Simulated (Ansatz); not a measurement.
`[SiH3]/C=C\[SiH2]Cl` + `[GaH3]` → `[SiH3]/C=[CH]\[GaH2]` + `[SiH3]Cl`  (formal exchange of groups at a C–Si bond)

Program: Ansatz. Geometries: PBE0-D4/def2-TZVP. ΔE: electronic, gas phase. CBS: MP2 limit from def2 TZ/QZ plus the TZ coupled-cluster correction, frozen cores. This one scheme is used for every species. Double bonds are as drawn, so ΔE can hold a change between cis and trans. Functionals use def2-TZVPP. B3LYP here is the variant with VWN-RPA as its local correlation; programs differ in this. For Ga outer-core shells are correlated without core-valence functions, which leaves a few kJ/mol of doubt a bond. Scalar relativity is left out up to krypton. Each species was taken in one conformer, which may not be the lowest.

```
             level  ΔE (kJ/mol)
          B3LYP-D4          3.4
               PBE         -4.4
SCS-MP2/def2-TZVPP         -5.3
   CCSD/def2-TZVPP         -5.8
```

(1) What does CCSD(T)/CBS give? (Estimate.)

Largest T1 diagnostic among the species: 0.013.

Answers

(1) Ansatz gave: -7.2 kJ/mol. The listed levels differ from it by 10.6, 2.8, 1.9, 1.4 kJ/mol.

The D4 term adds +3.6 kJ/mol with B3LYP and +2.4 kJ/mol with PBE0; it sums over pairs of atoms, weighted by their polarisabilities, and B3LYP, whose exchange is more repulsive, gets the larger term. In def2-TZVPP, CCSD(T) changes the Hartree–Fock value by −13.0 kJ/mol (the triples alone add −1.4 kJ/mol) and MP2 by −13.3 kJ/mol.
